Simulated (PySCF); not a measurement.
BiF2, SMILES [F][Bi][F], multiplicity 2.

Coordinates come from a B3LYP-D3(BJ)/def2-TZVP optimisation. The spin state was assumed, not searched. The isomer is the one that the SMILES or the coordinates give; other isomers of the formula were not compared. The def2 effective core potentials stand for the cores of Bi; spin–orbit coupling is left out.

These are TDA-PBE/def2-SVPD (PySCF 2.14.0) values and carry that method's errors.

Vertical excitations. The molecule is in vacuum.

```tsv
state	energy (eV)	λ (nm)	f	main pairs
root 1	2.39	519	0.000	α HOMO→LUMO 100 %
root 2	2.60	477	0.000	α HOMO→LUMO+1 100 %
root 3	4.80	258	0.004	α HOMO→LUMO+2 13 %, β HOMO→LUMO 86 %
root 4	4.85	255	0.000	β HOMO−1→LUMO 100 %
root 5	4.96	250	0.133	α HOMO→LUMO+2 86 %, β HOMO→LUMO 13 %
root 6	5.02	247	0.003	β HOMO−2→LUMO 93 %
root 7	5.43	228	0.003	β HOMO−3→LUMO 94 %
root 8	5.71	217	0.007	β HOMO−4→LUMO 97 %
root 9	5.88	211	0.001	α HOMO−1→LUMO 54 %, β HOMO→LUMO+1 42 %
root 10	6.08	204	0.000	α HOMO−2→LUMO 71 %, β HOMO−1→LUMO+1 14 %
```
Unrestricted roots are not spin-pure.
